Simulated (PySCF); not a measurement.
## A survey of $^{31}$P NMR shifts

Isolated molecule, averaged over atoms made equivalent by symmetry, fast rotation or ring inversion, a single conformation, non-relativistic. Coordinates at the GFN2-xTB level; σ from GIAO-PBE0/pcSseg-1; PySCF.

Shieldings were converted by a linear fit to measured shifts: $^{31}$P (scatter 18.1 ppm rms vs H3PO4, solution or neat liquid). A few per cent of atoms miss by over 2 rms, more outside the fitted compound classes.

Give the $^{31}$P shifts of `C#C[SiH2]/C=C/[SiH2]P`, `C#C/C([SiH3])=C\[SiH2]P`, `C=CC#C[Si@H]([SiH3])P`, `C#C[SiH2][Si@@H](P)C=C`.

Answers


```json
{"compound": "C#C[SiH2]/C=C/[SiH2]P", "environment": "phosphorus bonded to Si, 2 H", "δ (ppm)": "-254.4"}
{"compound": "C#C/C([SiH3])=C\\[SiH2]P", "environment": "phosphorus bonded to Si, 2 H", "δ (ppm)": "-241.8"}
{"compound": "C=CC#C[Si@H]([SiH3])P", "environment": "phosphorus bonded to Si, 2 H", "δ (ppm)": "-215.9"}
{"compound": "C#C[SiH2][Si@@H](P)C=C", "environment": "phosphorus bonded to Si, 2 H", "δ (ppm)": "-242.3"}
```
